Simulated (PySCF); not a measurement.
# Excitation energies in several basis sets

Ethyl butyl ether, C6H14O.
SMILES with atom numbers: `[CH3:1][CH2:2][CH2:3][CH2:4][O:5][CH2:6][CH3:7]` (hydrogens: H8, H9, H10 on C1; H11, H12 on C2; H13, H14 on C3; H15, H16 on C4; H17, H18 on C6; H19, H20, H21 on C7)

Structure used (PBE0-D3(BJ)/def2-SVP), in Å, numbered top down from 1:
```
atom  x, y, z in Å
C1    -3.152   -0.669   -0.300
C2    -1.751   -0.554    0.278
C3    -1.148    0.835    0.123
C4     0.267    0.939    0.648
O5     1.093    0.071   -0.072
C6     2.415    0.039    0.380
C7     3.205   -0.924   -0.474
H8    -3.563   -1.681   -0.168
H9    -3.846    0.037    0.183
H10   -3.158   -0.447   -1.379
H11   -1.765   -0.823    1.349
H12   -1.078   -1.280   -0.206
H13   -1.770    1.581    0.647
H14   -1.147    1.123   -0.943
H15    0.635    1.984    0.562
H16    0.291    0.684    1.730
H17    2.450   -0.270    1.446
H18    2.864    1.054    0.335
H19    3.171   -0.616   -1.530
H20    4.256   -0.957   -0.154
H21    2.784   -1.938   -0.402
```

TDDFT with PBE0 (PySCF), vertical singlets, core orbitals frozen in the response, spherical d and f functions. Geometry: PBE0-D3(BJ)/def2-SVP, one conformer, isolated molecule.

Task: Compare 6-31G*, 6-31+G*, def2-SVP, def2-SVPD and aug-cc-pVDZ for this molecule.

Result: 

```
      basis  functions  diffuse  S1 (eV)  S2 (eV)  S3 (eV)  S4 (eV)  S5 (eV)  LUMO (eV)  α (au)
     6-31G*        126       no     8.39     9.15     9.47     9.72     9.84       2.83    69.7
    6-31+G*        154      yes     6.74     7.15     7.30     7.34     7.72       0.63    76.6
   def2-SVP        168       no     7.72     8.38     8.61     8.88     9.37       1.88    72.3
  def2-SVPD        255      yes     6.94     7.48     7.64     7.85     8.25       0.81    82.2
aug-cc-pVDZ        287      yes     6.26     6.71     6.77     6.81     7.27       0.00    84.3
```

States are compared by their number. Against the largest diffuse basis here (aug-cc-pVDZ, itself not a converged limit), sets without diffuse functions differ by up to 2.12 eV in S1 and 2.57 eV in S5; the smaller diffuse sets differ by up to 0.67 and 0.99 eV. State by state, the largest deviation of a set without diffuse functions is S1 2.12, S2 2.45, S3 2.70, S4 2.91, S5 2.57 eV. The same number needn't mean the same state in each row. Against aug-cc-pVDZ the polarisability deviates by -17% in 6-31G*, -9% in 6-31+G*, -14% in def2-SVP, -3% in def2-SVPD. A single + in a Pople set puts diffuse functions on heavy atoms only.
